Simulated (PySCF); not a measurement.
Spinor energies of Ir (iridium, neutral)

Start: [Xe] 4f14 5d6 6s2 7s1; 5d3/2 filled at m_j = +3/2; 5d5/2 filled at m_j = -3/2, -1/2, +1/2, +3/2, +5/2; 7s1/2 filled at m_j = +1/2. Calculated with PySCF 2.14 in x2c-SVPall-2c with one added diffuse shell each of s, d type (8s9p10d2f, 99 functions): generalised Hartree-Fock with the X2C-1e Hamiltonian and a Gaussian nucleus; one run each with spin-orbit coupling (SO) switched off, then screened by Boettger's factors. This is a chosen level, not necessarily the ground level.

```tsv
spinor shell	electrons	ε, spin-free (eV)	ε, screened SO (eV)	weight of nominal j (screened SO)	rms radius, screened SO (bohr)
1s1/2	2	-76538.4	-76511.5	1.000	0.0197
2s1/2	2	-13544.6	-13535.8	1.000	0.0796
2p1/2	2	-11777.0	-12945.0	1.000	0.0675
2p3/2	4	-11777.0	-11311.5	1.000	0.0752
3s1/2	2	-3240.8	-3237.6	1.000	0.203
3p1/2	2	-2715.4	-2973.5	1.000	0.195
3p3/2	4	-2715.4	-2609.9	1.000	0.210
3d3/2	4	-2128.5	-2172.7	1.000	0.186
3d5/2	6	-2128.5	-2095.6	1.000	0.189
4s1/2	2	-733.16	-731.88	1.000	0.450
4p1/2	2	-557.74	-619.09	1.000	0.456
4d3/2	4	-337.68	-346.63	0.999	0.508
4d5/2	6	-337.68	-330.11	1.000	0.519
5s1/2	2	-123.57	-123.07	1.000	1.05
4f5/2	6	-90.938	-92.016	0.988	0.586
4f7/2	8	-90.938	-88.721	0.991	0.586
5p1/2	2	-74.767	-85.726	0.953	1.19
5p3/2	4	-74.767	-69.555	0.978	1.23
5d5/2	5	-21.039	-21.405	0.459	1.71
5d3/2	1	-21.039	-17.886	0.594	1.76
6s1/2	2	-12.918	-12.878	0.967	2.92
7s1/2	1	-2.470	-2.449	0.997	8.16
```

Task: Where does 4p3/2 lie, and what is the 4p spin-orbit splitting (screened SO)?

Result: At -532.04 eV, 87.048 eV above 4p1/2.

```
   quantity     spin-free   screened SO
E (hartree)  -17813.10076  -17837.63342
        M_J           9/2           9/2
       ⟨J²⟩        24.767        24.797
       ⟨L²⟩         6.008         7.138
       ⟨S²⟩         8.760         8.134
```

Each row is a mean over spinors that exchange with the open shell spreads, by up to 8.347 eV (5p3/2).

Rows whose weight is well below 1 are mixtures of j = l ± 1/2: exchange outweighs spin-orbit coupling there, and the label is only the starting occupation.

Breit and QED terms are absent; they matter most for the inner s and p1/2 levels.

Densities and radii are taken from the X2C orbitals without a picture-change correction, which distorts them close to the nucleus.

Without spin-orbit coupling the j labels of p, d and f shells carry no meaning; the spin-free column gives the mean over the occupied spinors of each nl shell.
